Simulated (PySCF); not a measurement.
# Finite-field polarisability of Ba (barium, neutral)

[Xe] 6s2, closed-shell 1S. Calculation: PySCF 2.14, in x2c-TZVPPall with one added diffuse shell each of s, p, d type (12s8p7d2f1g, 94 functions); scalar relativity by spin-free X2C-1e. Frozen: [Kr] 4d10. Energy changes in a uniform field (μhartree):

| axis | F (au) | HF | MP2 | CCSD | CCSD(T) |
| --- | --- | --- | --- | --- | --- |
| x | 0.00079 | -101.187 | -71.849 | -89.615 | -87.882 |
| x | 0.00158 | -405.268 | -287.597 | -358.650 | -351.692 |

Question: Derive α along x at CCSD(T) from the two fields.

Answer: With ΔE = −αF²/2 − γF⁴/24, α = −(16 ΔE(F) − ΔE(2F))/(6F²) = 281.6 bohr³.

Question: And the mean polarisability at each level?

Answer: HF 324.1, MP2 230.2, CCSD 287.1, CCSD(T) 281.6 bohr³. Reference: 272 ± 10 bohr³ (recommended; Schwerdtfeger and Nagle, table of static dipole polarizabilities (2023 update)).
